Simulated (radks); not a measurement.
Neutral gold inside a hard spherical wall (all orbitals vanish at R), configuration held at [Xe] 4f14 5d10 6s1 and not refilled when levels cross. Calculated with a radial shooting solver on a logarithmic mesh with Libxc functionals: scalar-relativistic Kohn-Sham, PBE, spin-polarised, spherical densities, finite nucleus; open shells are filled with parallel spins first (spin-orbit coupling, left out, can overturn this in heavy ions); Fermi nuclear charge, rms radius 5.4371 fm. Eigenvalues in eV for spin up, with the zero of energy where the potential of the charges vanishes at infinity; a dash marks a level that is unbound or too diffuse for the functional's potential to be trusted. A positive occupied level is held by the wall or, in an anion where self-interaction has pushed it up, behind a barrier. The pressure on the wall is -dE/dV.

R (bohr),E (hartree),kinetic (hartree),e(4f),e(5p),e(5d),e(6s),"e(6p, empty)","e(7s, empty)",pressure (GPa)
free,-19007.6256,21254.940,-81.107,-59.767,-6.991,-6.076,-,-,0
12,-19007.6256,21254.940,-81.106,-59.766,-6.990,-6.075,-0.949,0.724,0.000130
8,-19007.6244,21254.953,-81.031,-59.691,-6.921,-6.003,-0.471,3.727,0.0593
7,-19007.6210,21254.981,-80.887,-59.549,-6.792,-5.857,0.023,6.147,0.291
6,-19007.6081,21255.071,-80.479,-59.154,-6.435,-5.431,1.077,10.675,1.54
3.5,-19006.9326,21258.333,-71.751,-51.345,0.883,5.402,18.266,63.982,221
2.5,-19003.2506,21273.432,-49.769,-33.425,20.791,42.639,68.021,182.91,3400
